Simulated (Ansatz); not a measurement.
C$_{8}$H$_{12}$O$_{8}$Si (`CC(=O)O[Si](OC(C)=O)(OC(C)=O)OC(C)=O`) at its PBE0-D4/def2-TZVP geometry, where that method's forces vanish. Total charge 0; spin multiplicity 1.

```xyz
29

C     0.6591   -3.5008   -1.6704
C     0.7405   -2.4751   -0.5913
O     1.1915   -2.6385    0.5065
O     0.2213   -1.2900   -0.9893
Si    0.0010   -0.0002    0.0003
O     1.4726    0.6905    0.2216
C     1.6597    1.9645    0.6392
C     3.0975    2.3554    0.5836
O     0.7511    2.6608    0.9927
O    -0.5818   -0.3731    1.4879
C    -1.5606   -1.2801    1.7154
C    -1.7576   -1.5221    3.1734
O    -2.1634   -1.8064    0.8238
O    -1.1078    0.9718   -0.7190
C    -0.8387    1.7905   -1.7629
C    -2.0000    2.6677   -2.0869
O     0.2203    1.7842   -2.3232
H     1.1451   -4.4181   -1.3488
H     1.1219   -3.1184   -2.5816
H    -0.3928   -3.6911   -1.8951
H     3.4298    2.3243   -0.4565
H     3.6997    1.6345    1.1388
H     3.2266    3.3557    0.9882
H    -2.5929   -2.1998    3.3281
H    -1.9298   -0.5747    3.6867
H    -0.8420   -1.9530    3.5846
H    -1.7816    3.2627   -2.9697
H    -2.1966    3.3196   -1.2328
H    -2.8923    2.0593   -2.2433
```

(1) What forces (eV/Å) does r2SCAN-D4/def2-TZVPP give on these atoms in Ansatz? (An estimate is asked.)

Answers

(1) Ansatz gave: 
```
C1   0.009 -0.077 -0.067
C2  -0.014 -0.228 -0.228
O3   0.178 -0.059  0.467
O4  -0.164  0.281 -0.211
Si5  0.001  0.000  0.000
O6   0.059 -0.360 -0.129
C7   0.309  0.093 -0.011
C8   0.095  0.037  0.010
O9  -0.391  0.286  0.137
O10  0.282  0.260  0.048
C11 -0.050 -0.056  0.314
C12 -0.030 -0.020  0.096
O13 -0.239 -0.223 -0.383
O14 -0.177 -0.181  0.292
C15 -0.248  0.192 -0.077
C16 -0.074  0.060 -0.038
O17  0.452 -0.004 -0.221
H18 -0.015  0.023 -0.010
H19 -0.023 -0.011  0.004
H20  0.018  0.005 -0.013
H21  0.008 -0.009  0.019
H22  0.002  0.009 -0.024
H23 -0.001 -0.026 -0.013
H24  0.024  0.017 -0.002
H25  0.017 -0.019  0.004
H26 -0.013  0.017  0.006
H27 -0.007 -0.013  0.025
H28 -0.013 -0.014 -0.013
H29  0.004  0.020  0.015
```
